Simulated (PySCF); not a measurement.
Atom-mapped SMILES (the numbers label the heavy atoms): `[CH3:1][c:2]1[cH:3][cH:4][p:5][c:6]([SiH3:7])[p:8]1`. Each H is labelled by its parent atom.

One conformer, fast rotation and ring inversion assumed for equivalent nuclei, no solvent, non-relativistic Hamiltonian. PBE0/pcSseg-1 with gauge-including orbitals; structure optimised with GFN2-xTB; PySCF 2.14.0 with density-fitted response routines.

Scale: $^{13}$C (186.93 ppm) vs TMS (reference shieldings calculated alike).

Do the $^{13}$C shifts follow the atomic charges (in e)? Tabulate both.

Results:


```tsv
atoms	hybridisation	δ (ppm)	σ para (ppm)	Hirshfeld	IAO	Mulliken	ESP-fitted
C6	sp2	206.1	-292	-0.21	-0.73	-0.98	+0.14
C2	sp2	177.6	-257	-0.04	-0.19	-0.56	+0.61
C4	sp2	162.3	-239	-0.10	-0.37	-0.38	+0.18
C3	sp2	137.7	-204	-0.04	-0.12	+0.01	-0.68
C1	sp3	29.3	-88	-0.12	-0.42	-0.17	-0.56
```

Correlation coefficients of δ with charge over these carbons: Hirshfeld -0.15, IAO -0.19, Mulliken -0.67, ESP-fitted +0.68; with the paramagnetic shielding -1.00. Among the 4 sp2 carbons alone: Hirshfeld -0.79, IAO -0.84, Mulliken -1.00, ESP-fitted +0.65. With so few points, grouped by hybridisation, these coefficients are fragile. Charge is one influence among several: hybridisation and low-lying excitations act through the paramagnetic term.

Shifts are as computed. Against solution values, carbons near 30 ppm lie about +3 ppm off and those near 130 ppm about +5 ppm. Of 1211 compounds with measured shifts, 218 miss one by over three times the rms of a fit or turn the order of signals round; such compounds aren't used in these exercises.
